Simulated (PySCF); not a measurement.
**Ions at one geometry of [YH2]+**

PySCF 2.14.0, RKS PBE0, Y def2-SVP with ECP28, H def2-SVP; non-relativistic Hamiltonian with scalar-relativistic core potentials where named; density fitting; no spin-orbit coupling; singlets restricted, open shells unrestricted. The geometry is relaxed for charge +1, singlet, vacuum:

```xyz
3

Y     0.0000    0.0000   -0.1848
H     1.5117    0.0000    0.9375
H    -1.5117    0.0000    0.9375
```

Energies count from the relaxed state; an electron taken off or put on is at rest in vacuum. Charges and spins are Mulliken's.

| state | energy (eV) | spin squared | charge on Y1 (e) | spin on Y1 (e) | dipole about the centre of mass (D) |
| --- | --- | --- | --- | --- | --- |
| charge +1, singlet, vacuum | 0.00 | 0.00 | 1.27 | 0.00 | 4.41 |
| charge +2, doublet, vacuum | 15.51 | 0.77 | 1.75 | 0.24 | 1.15 |

Problem. What does the state charge 0, doublet, vacuum give?

Solution. energy (eV) -6.10, spin squared 0.75, charge on Y1 (e) 0.49, spin on Y1 (e) 1.00, dipole about the centre of mass (D) 3.26.

With an electron taken off (doublet) the charges change, summed by element, by Y +0.48 e, H +0.52 e. The vertical ionisation energy is 15.51 eV, against −ε(HOMO) = 12.87 eV of the relaxed state. The level lies 2.6 eV too high, as is usual for semilocal functionals and global hybrids, which keep a self-interaction error.

With an electron put on (doublet) the charges change, summed by element, by Y -0.78 e, H -0.22 e. The vertical electron affinity is 6.10 eV, against −ε(LUMO) = 7.87 eV of the relaxed state.

Open shells may have lower solutions than those found.
